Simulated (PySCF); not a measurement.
A side-by-side comparison of computed properties.

First species: C5H9ClO2.
Geometry (GFN2-xTB, Å), atoms numbered from 1 in this order:
```
atom  x, y, z in Å
C1    -1.4164    0.8792    0.4891
C2    -0.7592   -0.1500   -0.4150
C3    -0.7764   -1.5377    0.2034
Cl4   -1.7234   -0.2222   -1.9521
C5     0.6502    0.2712   -0.8319
C6     1.6416    0.3956    0.3010
O7     1.4452    0.2022    1.4696
O8     2.8365    0.7701   -0.1703
H9    -1.4367    1.8563    0.0121
H10   -2.4370    0.5841    0.7188
H11   -0.8532    0.9478    1.4165
H12   -0.3382   -2.2678   -0.4731
H13   -1.7964   -1.8400    0.4265
H14   -0.2045   -1.5214    1.1280
H15    1.0622   -0.4473   -1.5452
H16    0.6200    1.2384   -1.3401
H17    3.4787    0.8534    0.5525
```

Second species: C5H7F3O.
Numbering: `[CH3:1][CH2:2][C@@:3]([F:4])([CH2:5][F:6])[C:7](=[O:8])[F:9]` (hydrogens: H10, H11, H12 on C1; H13, H14 on C2; H15, H16 on C5)

Levels: PBE0/def2-SVPD for dipole moment, HOMO energy, LUMO energy, HOMO–LUMO gap, static isotropic polarisability and electronic spatial extent ⟨r²⟩ about the centre of nuclear charge; TDDFT PBE0/def2-SVPD for lowest singlet excitation; TDA PBE0/def2-SVPD for lowest triplet excitation (Tamm–Dancoff); GFN2-xTB for rotational constant A and rotational constant C. Geometries: GFN2-xTB. Each species is one conformer at its optimised geometry, gas phase, non-relativistic unless stated. Electronic properties by PySCF.

The conformers computed, where there is a choice (atom-mapped SMILES and torsion angles):
- `[CH3:1][C:2]([CH3:3])([Cl:4])[CH2:5][C:6](=[O:7])[OH:8]`: C1–C2–C5–C6 63°, C2–C5–C6–O7 0°, H–O8–C6–C5 180°
- `[CH3:1][CH2:2][C@@:3]([F:4])([CH2:5][F:6])[C:7](=[O:8])[F:9]`: C1–C2–C3–F4 57°, C2–C3–C5–F6 168°, C2–C3–C7–O8 -61°

Q: Which of the two has the higher rotational constant C, and by how much?

A: The second: 1.190 GHz against 0.908 GHz, a difference of 0.282 GHz.

Q: Which has the higher rotational constant A?

A: The first: 3.065 GHz against 1.919 GHz, a difference of 1.146 GHz.

Q: Which has the higher HOMO–LUMO gap?

A: The second: 8.28 eV against 8.13 eV, a difference of 0.15 eV.

Q: Which has the higher LUMO energy?

A: The first: -0.27 eV against -1.04 eV, a difference of 0.77 eV.

Q: Which of the two has the higher static isotropic polarisability, and by how much?

A: The first: 81.3 au against 64.5 au, a difference of 16.8 au.

Q: Which of the two has the higher ⟨r²⟩, and by how much?

A: The first: 1304 bohr² against 1113 bohr², a difference of 191 bohr².

Q: Which of the two has the higher dipole moment, and by how much?

A: The second: 3.92 D against 1.87 D, a difference of 2.05 D.

Q: Which has the higher S1 energy?

A: The second: 5.98 eV against 5.90 eV, a difference of 0.08 eV.

On the first: A dipole of 1.87 D is allowed in Cs, and pure rotational transitions are dipole-allowed. No computed singlet falls in the visible range (750 to 380 nm, 1.65 to 3.26 eV); S1 lies 2.64 eV above its blue end.

On the second: In wavenumbers S1 is 48200 cm⁻¹ (1 eV = 8065.54 cm⁻¹). The principal polarisabilities are 61.5, 64.5 and 67.5 au; their mean is the isotropic value.
